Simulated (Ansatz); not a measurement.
Mulliken charges of AlH6NOSi, SMILES `[OH][AlH][NH][SiH3]` from ωB97M-V/def2-TZVPP in Ansatz (PBE0-D4/def2-TZVP geometry).

```csv
atom,x (Å),y (Å),z (Å),charge (e)
O1,-1.706,0.418,-1.382,-0.397
Al2,-0.315,1.216,-0.840,0.510
N3,0.721,0.345,0.309,-0.364
Si4,0.564,-1.230,1.000,0.236
H5,-2.327,0.797,-2.000,0.158
H6,0.071,2.671,-1.315,-0.114
H7,1.543,0.852,0.613,0.092
H8,-0.676,-1.843,0.467,-0.018
H9,0.483,-1.177,2.488,-0.052
H10,1.725,-2.102,0.662,-0.052
```

Question: By hand: the dipole of these point charges (1 e Å = 4.8032 D).

Answer: Σ q r = (0.051, 0.142, -0.038) e Å, of length 0.156 e Å = 0.75 D.

Question: How does the dipole of the full density compare? (Best estimate.)

Answer: Ansatz gave: (0.028, 0.312, -0.140) e Å, 1.65 D; the point charges give 0.45 times that, at 17° from its direction.

Point charges leave out the atoms' own dipoles, such as those of lone pairs, and Mulliken's split depends on the basis, so the two needn't agree.
